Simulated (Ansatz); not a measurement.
```yaml
crystal:
  periodic: [false, false, false]
  atoms:
    - {symbol: C, position_ang: [-1.406140, 1.765958, 0.544215]}
    - {symbol: O, position_ang: [-0.610435, 1.010194, 1.429576]}
    - {symbol: C, position_ang: [0.129723, 0.029516, 0.895433]}
    - {symbol: C, position_ang: [0.219354, -0.338729, -0.387203]}
    - {symbol: Si, position_ang: [1.315001, -1.732299, -0.893536]}
    - {symbol: H, position_ang: [-1.926846, 2.503406, 1.151975]}
    - {symbol: H, position_ang: [-0.787672, 2.274941, -0.202122]}
    - {symbol: H, position_ang: [-2.135592, 1.130215, 0.032053]}
    - {symbol: H, position_ang: [0.691651, -0.471463, 1.678777]}
    - {symbol: H, position_ang: [-0.360169, 0.189508, -1.138417]}
    - {symbol: H, position_ang: [0.547282, -2.828682, -1.546884]}
    - {symbol: H, position_ang: [2.403870, -0.991911, -1.815688]}
    - {symbol: H, position_ang: [2.353870, -1.291911, -1.865688]}
basis:
  gaussian: {orbitals: def2-mTZVPP}
total_charge: -1
magnetization: {spin_polarized: true, initial_magnetization: 1}
hamiltonian: {xc: {name: SPW92}}
scf: {lower_state_search: full}
```

```sh
$ ansatz run in.yaml --threads 4 --pin off --events-out ev --progress --plain --max-ram 10444MiB
```

It prints (some lines left out):

```
Functional definition: SPW92
1411 factors; their error is unknown
mean field evaluation 1: about -13062.2977 eV, gradient 4.3e1 eV
mean field evaluation 2: about -13035.7731 eV, gradient 7.4e1 eV
mean field evaluation 4: about -13070.3277 eV, gradient 1.5e1 eV
mean field evaluation 8: about -13071.6812 eV, gradient 4.3e-1 eV
mean field evaluation 16: about -13071.6461 eV, gradient 1.1e-3 eV
mean field evaluation 128: about -13071.6461 eV, gradient 6.2e-5 eV
mean field -13071.64606522 eV, -480.3741326170 hartree, gradient 5.8e-5 eV, S^2 0.751997; 11 other end points of the search recorded, 0 dependent functions left out
reference -13071.64610730 eV, -480.3741341634 hartree; 25, 24 occupied and 123, 124 virtual orbitals, 1411 factors
Total energy: -13071.64610730 eV, -480.3741341634 hartree
```

In this input one atom was put on top of another. Self-consistency was reached. The result belongs to that input, not to the molecule as meant.
